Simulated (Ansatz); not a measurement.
Job for Ansatz (a first-principles code): R-CCSD(T)/aug-cc-pVTZ on CH6 (a complex), monomers drawn apart or pushed together.

Ansatz 0.2 input:
```yaml
crystal:
  periodic: [false, false, false]
  atoms:
    - {symbol: C, position_ang: [-0.01987932, 0.01484188, -0.13400056]}
    - {symbol: H, position_ang: [-0.04396800, 0.02985984, -1.22286511]}
    - {symbol: H, position_ang: [-1.03698600, -0.05170507, 0.25018779]}
    - {symbol: H, position_ang: [0.55369735, -0.84723041, 0.20406149]}
    - {symbol: H, position_ang: [0.44769498, 0.92846061, 0.23092090]}
    - {symbol: H, position_ang: [0.10737382, -0.07953221, 6.18612262]}
    - {symbol: H, position_ang: [0.09138641, -0.06881167, 5.44237927]}
basis:
  gaussian:
    orbitals: aug-cc-pVTZ
magnetization: {spin_polarized: false}
correlation: {method: ccsd_t, electrons: outside_noble_gas}
scf: {lower_state_search: off}
```

The log:

```
WARN ansatz: RAYON_NUM_THREADS=2 ignored (pool sized by the plan → 2); use --threads N
Functional definition: HF
these checks for a lower state are left out or cut short: stability, starts, cluster_reference, orbital_swaps, neighbouring_geometries, increment
integrals: 0.62 GiB planned
992 factors; integrals over basis functions are off by at most 1.6e-3 eV
mean field: 0.33 GiB planned
mean field evaluation 1: about -1123.5583 eV, gradient 2.5e1 eV
mean field evaluation 2: about -1123.5582 eV, gradient 2.5e1 eV
mean field evaluation 4: about -1125.0842 eV, gradient 1.6e0 eV
mean field evaluation 8: about -1125.0974 eV, gradient 2.3e-4 eV
mean field -1125.09739513 eV, -41.3465666526 hartree, gradient 3.7e-7 eV, S^2 0.000000; 0 other end points of the search recorded, 0 dependent functions left out
1 core orbitals not correlated
reference -1125.09739513 eV, -41.3465666526 hartree; 5, 5 occupied and 178, 178 virtual orbitals, 992 factors
second order -6.33755476 eV of doubles, -0.00000000 eV of singles
coupled cluster: 1.77 GiB planned
cycle   1  -6.86031289 eV  change   -5.2e-1 eV  update   5.0e-2
cycle   2  -7.06856195 eV  change   -2.1e-1 eV  update   1.5e-2
cycle   3  -7.08832480 eV  change   -2.0e-2 eV  update   4.0e-3
cycle   4  -7.08794663 eV  change    3.8e-4 eV  update   9.3e-4
cycle   5  -7.08796094 eV  change   -1.4e-5 eV  update   2.0e-4
cycle   6  -7.08797123 eV  change   -1.0e-5 eV  update   5.8e-5
cycle   7  -7.08797514 eV  change   -3.9e-6 eV  update   1.4e-5
cycle   8  -7.08798113 eV  change   -6.0e-6 eV  update   3.7e-6
perturbative correction -0.17849430 eV, -0.0065595446 hartree
Total energy: -1132.36387056 eV, -41.6136046993 hartree
Checks for a lower state left out: stability, starts, cluster_reference, orbital_swaps, neighbouring_geometries, increment
```

Self-consistency was reached.

Cost: about 17 core-seconds (a rough figure).
